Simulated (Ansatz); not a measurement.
The same path of CH6ClFGeOSi (12 atoms, charge 0, multiplicity 1) was run 3 times with different band settings. The coordinate that changes most is the dihedral Ge2–C4–Si5–H11.

Level of theory: Ansatz 0.2.0, RKS B3LYP/def2-SVP.

Relaxed end points:

```xyz
12
Properties=species:S:1:pos:R:3
O -0.689 -1.279 -1.360
Ge 0.905 -1.062 -0.600
F 1.163 -2.453 0.434
C 0.698 0.521 0.507
Si -1.067 1.184 0.589
Cl -1.066 2.832 1.879
H -0.802 -2.093 -1.869
H 2.051 -1.110 -1.628
H 1.032 0.252 1.523
H 1.372 1.313 0.141
H -1.996 0.176 1.155
H -1.523 1.664 -0.738
```

```xyz
12
Properties=species:S:1:pos:R:3
O -0.485 -2.086 -0.444
Ge 1.018 -1.170 -0.242
F 1.754 -1.660 1.270
C 0.710 0.762 -0.061
Si -1.086 1.295 0.029
Cl -2.058 0.170 1.514
H -1.141 -1.884 0.240
H 1.944 -1.617 -1.378
H 1.238 1.081 0.853
H 1.187 1.275 -0.915
H -1.794 1.055 -1.254
H -1.210 2.724 0.422
```

Common settings: movable images 5; climbing image yes; optimiser quadratic models (default); start path IDPP; end points relaxed.

| run | spring | force threshold | iteration limit |
| --- | --- | --- | --- |
| 1 | 5.0 eV/Å² | 0.05 eV/Å | 36 |
| 2 | 5.0 eV/Å² | 0.5 eV/Å | 35 |
| 3 | 20.0 eV/Å² | 0.05 eV/Å | 29 |

(1) What does each run give, and how far can it be trusted?

Answers

(1) Run 1: converged after 22 iterations, highest image 0.133 eV above the first end. A vibrational analysis at the climbing image gives no mode beyond 40i cm⁻¹: the surface is too flat there to confirm a saddle point.
Run 2: converged after 2 iterations, highest image 0.237 eV above the first end. The threshold of 0.5 eV/Å is loose, so the images may lie well off the minimum-energy path. The order of the stationary point at the top wasn't checked. Another band between the same ends, with other settings, climbed to 0.13 eV only, so this may not be the lowest route.
Run 3: converged after 26 iterations, highest image 0.129 eV above the first end. The order of the stationary point at the top wasn't checked.
